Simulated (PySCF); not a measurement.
H$_{2}$BN, singlet, geometry from GFN2-xTB of the parent state; PySCF with M062X/def2-SV(P).

Input for PySCF:
```python
from pyscf import gto, scf, dft

mol = gto.Mole()
mol.atom = '''
    B     0.646870   -0.102911    0.453056
    N    -0.557219    0.030554   -0.109896
    H     1.468953    0.067312   -0.423870
    H    -0.802769    0.233367   -1.072139
'''
mol.basis = 'def2-sv(p)'
mol.charge = 0
mol.spin = 0
mol.verbose = 4
mol.build()

mf = dft.RKS(mol)
mf.xc = 'm062x'
mf.kernel()
```

The log (banner, timings and long lists left out):

```
PySCF version 2.14.0

[INPUT] verbose = 4
[INPUT] num. atoms = 4
[INPUT] num. electrons = 14
[INPUT] charge = 0
[INPUT] spin (= nelec alpha-beta = 2S) = 0
[INPUT] symmetry False subgroup None
[INPUT] Mole.unit = angstrom
[INPUT] Symbol           X                Y                Z      unit          X                Y                Z       unit  Magmom
[INPUT]  1 B      0.646870000000  -0.102911000000   0.453056000000 AA    1.222407138197  -0.194473605205   0.856151759091 Bohr   0.0
[INPUT]  2 N     -0.557219000000   0.030554000000  -0.109896000000 AA   -1.052991301404   0.057738692010  -0.207673342185 Bohr   0.0
[INPUT]  3 H      1.468953000000   0.067312000000  -0.423870000000 AA    2.775918859858   0.127201244897  -0.800998212419 Bohr   0.0
[INPUT]  4 H     -0.802769000000   0.233367000000  -1.072139000000 AA   -1.517013551291   0.440999716511  -2.026049077465 Bohr   0.0

nuclear repulsion = 22.9700495805621
number of shells = 16
number of NR pGTOs = 56
number of NR cGTOs = 32
basis = def2-sv(p)
ecp = {}

******** <class 'pyscf.dft.rks.RKS'> ********
method = RKS
initial guess = minao
damping factor = 0
level_shift factor = 0
DIIS = <class 'pyscf.scf.diis.CDIIS'>
diis_start_cycle = 1
diis_space = 8
diis_damp = 0
SCF conv_tol = 1e-09
SCF conv_tol_grad = None
SCF max_cycles = 50
direct_scf = True
direct_scf_tol = 1e-13
XC library pyscf.dft.libxc version 7.1.2
    S. Lehtola, C. Steigemann, M. J. T. Oliveira, and M. A. L. Marques,  SoftwareX 7, 1–5 (2018)
XC functionals = m062x
    Y. Zhao and D. G. Truhlar,  Theor. Chem. Acc. 120, 215 (2008)
    Y. Zhao and D. G. Truhlar,  Theor. Chem. Acc. 120, 215 (2008)
radial grids:
    Treutler-Ahlrichs [JCP 102, 346 (1995); DOI:10.1063/1.469408] (M4) radial grids

becke partition: Becke, JCP 88, 2547 (1988); DOI:10.1063/1.454033
pruning grids: <function nwchem_prune>
grids dens level: 3
symmetrized grids: False
atomic radii adjust function: <function treutler_atomic_radii_adjust>
small_rho_cutoff = 0
Set gradient conv threshold to 3.16228e-05
Initial guess from minao.
tot grids = 47568
init E= -80.634768120314
  HOMO = -0.310277800451974  LUMO = -0.131513276644428  gap/eV = 4.86443
cycle= 1 E= -80.5292422898451  delta_E= 0.106  |g|= 0.492  |ddm|= 1.92
  HOMO = -0.246455255414882  LUMO = -0.0524282758729999  gap/eV = 5.27974
cycle= 2 E= -80.2667356530066  delta_E= 0.263  |g|= 1.15  |ddm|= 1.09
  HOMO = -0.315340993220358  LUMO = -0.0659086406883231  gap/eV = 6.78740
cycle= 3 E= -80.5997281573462  delta_E= -0.333  |g|= 0.0455  |ddm|= 0.778
  HOMO = -0.329773977521792  LUMO = -0.0732407437002904  gap/eV = 6.98062
cycle= 4 E= -80.6005521720853  delta_E= -0.000824  |g|= 0.0268  |ddm|= 0.0787
  HOMO = -0.328583773809543  LUMO = -0.0689156742337462  gap/eV = 7.06593
cycle= 5 E= -80.6007414125865  delta_E= -0.000189  |g|= 0.00908  |ddm|= 0.0256
  HOMO = -0.329562397776004  LUMO = -0.0692251372692581  gap/eV = 7.08414
cycle= 6 E= -80.6007666127449  delta_E= -2.52e-05  |g|= 0.00124  |ddm|= 0.00938
  HOMO = -0.329417781810195  LUMO = -0.0690851951133813  gap/eV = 7.08401
cycle= 7 E= -80.6007678595468  delta_E= -1.25e-06  |g|= 0.000301  |ddm|= 0.0028
  HOMO = -0.32943390785396  LUMO = -0.069096353114988  gap/eV = 7.08415
cycle= 8 E= -80.6007680084982  delta_E= -1.49e-07  |g|= 7.61e-05  |ddm|= 0.00113
  HOMO = -0.3294292420347  LUMO = -0.0690907085617218  gap/eV = 7.08417
cycle= 9 E= -80.6007680185558  delta_E= -1.01e-08  |g|= 1.94e-05  |ddm|= 0.000287
  HOMO = -0.329429950119193  LUMO = -0.0690917086309626  gap/eV = 7.08416
cycle= 10 E= -80.6007680190512  delta_E= -4.95e-10  |g|= 4.26e-06  |ddm|= 6.37e-05
  HOMO = -0.329430586486764  LUMO = -0.0690917587533622  gap/eV = 7.08418
Extra cycle  E= -80.6007680190642  delta_E= -1.3e-11  |g|= 3.67e-06  |ddm|= 8.03e-06
converged SCF energy = -80.6007680190642
```
